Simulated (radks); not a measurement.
The numbers below are computed, except where a source is named.
Valence configurations of the indium ion In+ (all share [Kr]). Level of theory: scalar-relativistic Kohn-Sham, LDA (Slater exchange, Perdew-Wang correlation), spin-unpolarised, spherical densities, finite nucleus; Fermi nuclear charge, rms radius 4.6156 fm (a radial shooting solver on a logarithmic mesh with Libxc functionals). Energies are relative to 4d10 5s2; eigenvalues in eV.

[
 {"valence": "4d10 5s2", "E (eV)": "0.000", "e(4d)": "-26.257", "e(5p)": "-", "e(5s)": "-15.302"},
 {"valence": "4d9 5s2 5p1", "E (eV)": "19.641", "e(4d)": "-32.142", "e(5p)": "-10.384", "e(5s)": "-17.725"},
 {"valence": "4d10 5s1 5p1", "E (eV)": "6.695", "e(4d)": "-27.804", "e(5p)": "-9.503", "e(5s)": "-16.292"},
 {"valence": "4d9.5 5s2 5p0.5", "E (eV)": "9.296", "e(4d)": "-29.208", "e(5p)": "-9.572", "e(5s)": "-16.545"},
 {"valence": "4d8.5 5s2 5p1.5", "E (eV)": "31.055", "e(4d)": "-35.064", "e(5p)": "-11.152", "e(5s)": "-18.856"},
 {"valence": "4d9.5 5s1 5p1.5", "E (eV)": "16.362", "e(4d)": "-30.676", "e(5p)": "-10.300", "e(5s)": "-17.461"},
 {"valence": "4d10 5s1.5 5p0.5", "E (eV)": "3.325", "e(4d)": "-27.042", "e(5p)": "-9.115", "e(5s)": "-15.809"},
 {"valence": "4d9.5 5p2.5", "E (eV)": "23.617", "e(4d)": "-32.064", "e(5p)": "-10.958", "e(5s)": "-"},
 {"valence": "4d8 5s2 5p2", "E (eV)": "43.553", "e(4d)": "-37.978", "e(5p)": "-11.888", "e(5s)": "-19.946"},
 {"valence": "4d9 5s1 5p2", "E (eV)": "27.074", "e(4d)": "-33.542", "e(5p)": "-11.056", "e(5s)": "-18.582"}
]

NIST lists [Kr] 4d10 5s2 as the ground configuration; this level of theory agrees among the configurations tried. The energies are those of spherical spin-averaged densities, not of single terms.
